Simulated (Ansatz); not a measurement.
**Computed against measured: atomisation enthalpy at 298 K**

8 molecules holding Si, Ge, B, Al, Ga, P or As; the atomisation enthalpy at 298 K in kJ/mol, computed less measured. Shapes, held fixed at every level: PBE0-D4/def2-TZVP. Flexible molecules stand in one conformer, not always the lowest. Thermal terms are harmonic and unscaled (PBE0-D4/def2-TZVP); the spin-orbit lowering of the free atoms is taken from their spectra. Programs: Ansatz 0.2.0. Measured values: CRC Handbook of Chemistry and Physics, NIST-JANAF tables.

Levels: A = HF/def2-TZVPP; B = BHLYP-D4/def2-TZVPP; C = CCSD(T)/def2-SVP.

```csv
molecule,from tabulated heats,A,B,C
BOF (fluoro(oxo)borane),1501,-454,-117,-88
B(BO)O,2095,-632,-128,-69
B(OH)O (oxoborinic acid),1847,-582,-120,-109
BI3 (boron triiodide),819,-295,-17,-40
SiH2Br2 (dibromosilane),1300,-335,-30,-114
SiHBr3 (SMILES Br[SiH](Br)Br),1205,-273,+52,-36
PH2(PH2),1484,-508,-14,-169
SiH3(SiH3) (disilane),2128,-477,+12,-121
```

Q: Which level does best on this set, which worst, and which err to one side?

A: 
```tsv
level	kind	mean error	mean absolute error	worst case
HF/def2-TZVPP	Hartree–Fock	-444.5	444.5	B(BO)O
BHLYP-D4/def2-TZVPP	global hybrid	-45.2	61.2	B(BO)O
CCSD(T)/def2-SVP	coupled cluster or CI	-93.2	93.2	PH2(PH2)
```

On this set BHLYP-D4/def2-TZVPP has the smallest mean absolute error and HF/def2-TZVPP the largest. HF/def2-TZVPP is too low in 8 of 8; BHLYP-D4/def2-TZVPP is too low in 6 of 8; CCSD(T)/def2-SVP is too low in 8 of 8. The heats of PH2(PH2) come from older tables and can be uncertain by 10 kJ/mol or more. The molecules' own spin-orbit binding is left out, so errors for heavy halides read too negative. The tabulated values of BOF, B(BO)O, B(OH)O, BI3, SiH2Br2, SiHBr3, SiH3(SiH3) are in doubt (older tables, estimates, or at odds with other calculations) and kept here. Hartree–Fock lacks correlation and underbinds. Correlated wave functions converge slowly with the basis. T1 is large for B(BO)O (0.022), so single-reference values are less sure there. For atoms past krypton def2 sets carry core potentials with scalar relativity. Relativity is left out for Br. Outer-core shells of Br, I are correlated, in sets that cover them unevenly. The set is small.
